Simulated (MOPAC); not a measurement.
Job for MOPAC: PM3 on GeH4 (SMILES [GeH4]).

```
PM3 1SCF PRECISE CHARGE=0 THREADS=1
GeH4

Ge     0.02115008 1     0.04975725 1     3.48998926 1
H     -0.75481217 1    -1.18504388 1     3.01090709 1
H      0.00309437 1     0.09187431 1     5.02802200 1
H     -0.64324535 1     1.32065027 1     2.94288110 1
H      1.47419660 1    -0.02853892 1     3.00341783 1
```

Output:

```
*******************************************************************************
 **                                                                           **
 **                              MOPAC v23.2.5                                **
 **                                                                           **
 *******************************************************************************
 ** MOPAC's Digital Object Identifier: https://doi.org/10.5281/zenodo.6511958 **
 **                                                                           **
 ** Please cite the open-source release paper for use of this MOPAC version:  **
 ** J. E. Moussa and J. J. P. Stewart (2026)                                  **
 ** MOPAC: An open-source semiempirical molecular orbital program             **
 ** J. Open Source Softw., 11(119), 8025, https://doi.org/10.21105/joss.08025 **
 *******************************************************************************

                              PM3 CALCULATION RESULTS

 *******************************************************************************
 *  PM3        - The PM3 Hamiltonian to be used
 *
 *
 *
 *                 CHARGE ON SYSTEM = 0
 *
 *
 *
 *  PRECISE    - TIGHTER CRITERIA TO BE USED
 *  1SCF       - DO 1 SCF AND THEN STOP
 *  THREADS=1  - MULTI-THREADING NOT USED
 *  T=         - A TIME OF 172800.0 SECONDS REQUESTED
 *  DUMP=N     - RESTART FILE WRITTEN EVERY 7200.0 SECONDS REQUESTED
 *******************************************************************************
PM3 1SCF PRECISE CHARGE=0 THREADS=1
 GeH4

   ATOM   CHEMICAL          X               Y               Z
  NUMBER   SYMBOL      (ANGSTROMS)     (ANGSTROMS)     (ANGSTROMS)

     1      Ge          0.02115008  *   0.04975725  *   3.48998926  *
     2       H         -0.75481217  *  -1.18504388  *   3.01090709  *
     3       H          0.00309437  *   0.09187431  *   5.02802200  *
     4       H         -0.64324535  *   1.32065027  *   2.94288110  *
     5       H          1.47419660  *  -0.02853892  *   3.00341783  *



          CARTESIAN COORDINATES

    NO.       ATOM           X           Y           Z

     1        Ge          0.0212      0.0498      3.4900
     2         H         -0.7548     -1.1850      3.0109
     3         H          0.0031      0.0919      5.0280
     4         H         -0.6432      1.3207      2.9429
     5         H          1.4742     -0.0285      3.0034

  H: (PM3): J. J. P. STEWART, J. COMP. CHEM. 10, 209 (1989).
 Ge: (PM3): J. J. P. STEWART, J. COMP. CHEM. 12, 320-341 (1991).

           Empirical Formula: H4 Ge  =     5 atoms



      MOLECULAR POINT GROUP   :   C3v


      RHF CALCULATION, NO. OF DOUBLY OCCUPIED LEVELS = 4


 -------------------------------------------------------------------------------
 PM3 1SCF PRECISE CHARGE=0 THREADS=1
 GeH4



     1SCF WAS SPECIFIED, SO BFGS WAS NOT USED
     SCF FIELD WAS ACHIEVED


                              PM3 CALCULATION
                                                       MOPAC v23.2.5 Linux




          FINAL HEAT OF FORMATION =         32.70936 KCAL/MOL =     136.85597 KJ/MOL


          COSMO AREA              =         80.01 SQUARE ANGSTROMS
          COSMO VOLUME            =         65.58 CUBIC ANGSTROMS

          IONIZATION POTENTIAL    =         12.261099 EV
          HOMO LUMO ENERGIES (EV) =        -12.261  0.424
          NO. OF FILLED LEVELS    =          4
          MOLECULAR WEIGHT        =         76.6216         POINT GROUP:  C3v

          MOLECULAR DIMENSIONS (Angstroms)

            Atom       Atom       Distance
            H     5    H     4     2.51148
            H     2    H     3     2.50473
            H     3    H     5     1.77295


          SCF CALCULATIONS        =          1





   ATOM   CHEMICAL          X               Y               Z
  NUMBER   SYMBOL      (ANGSTROMS)     (ANGSTROMS)     (ANGSTROMS)

     1      Ge          0.02115008  *   0.04975725  *   3.48998926  *
     2       H         -0.75481217  *  -1.18504388  *   3.01090709  *
     3       H          0.00309437  *   0.09187431  *   5.02802200  *
     4       H         -0.64324535  *   1.32065027  *   2.94288110  *
     5       H          1.47419660  *  -0.02853892  *   3.00341783  *

                             CARTESIAN COORDINATES

   1   Ge        0.021150080     0.049757250     3.489989260
   2    H       -0.754812170    -1.185043880     3.010907090
   3    H        0.003094370     0.091874310     5.028022000
   4    H       -0.643245350     1.320650270     2.942881100
   5    H        1.474196600    -0.028538920     3.003417830


           Empirical Formula: H4 Ge  =     5 atoms



      MOLECULAR POINT GROUP   :   C3v


                  EIGENVALUES
 -16.03981 -12.29315 -12.28571 -12.26110   0.42387   0.44284   0.44800   3.67072


              NET ATOMIC CHARGES AND DIPOLE CONTRIBUTIONS

  ATOM NO.   TYPE          CHARGE      No. of ELECS.   s-Pop       p-Pop
    1         Ge           0.276657        3.7233     0.64736     3.07599
    2          H          -0.069462        1.0695     1.06946
    3          H          -0.067819        1.0678     1.06782
    4          H          -0.069540        1.0695     1.06954
    5          H          -0.069836        1.0698     1.06984
 DIPOLE           X         Y         Z       TOTAL
 POINT-CHG.    -0.001     0.000     0.005     0.005
 HYBRID        -0.001    -0.000     0.004     0.004
 SUM           -0.002    -0.000     0.008     0.009


          ATOMIC ORBITAL ELECTRON POPULATIONS

     Atom    s        px        py        pz
    1 Ge   0.64736   1.02439   1.02493   1.02667
    2  H   1.06946
    3  H   1.06782
    4  H   1.06954
    5  H   1.06984

 **********************
 *                    *
 * JOB ENDED NORMALLY *
 *                    *
 **********************




 == MOPAC DONE ==
```

The run finished.

Cost: roughly 0.03 core-seconds.
